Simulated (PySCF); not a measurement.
1,1,2,2-tetrafluoroethane (C2H2F4), SMILES FC(F)C(F)F.

The structure is a stationary point at B3LYP-D3(BJ)/def2-SVP. Other conformers were not sampled.

Calculation: B3LYP/def2-TZVP (PySCF).

Symmetry labels are those of the subgroup C2h that the program uses (full group C2h).

Computed valence orbital energies around the gap with their symmetry:
```
orbital  symmetry  energy (eV)
-------  --------  -----------
HOMO−7         Bu       -13.05
HOMO−6         Au       -12.56
HOMO−5         Bg       -12.47
HOMO−4         Ag       -12.09
HOMO−3         Au       -12.02
HOMO−2         Bg       -11.61
HOMO−1         Bu       -11.26
HOMO           Ag        -9.68
LUMO           Bu         1.08
LUMO+1         Au         1.26
LUMO+2         Ag         1.71
LUMO+3         Bu         1.99
```
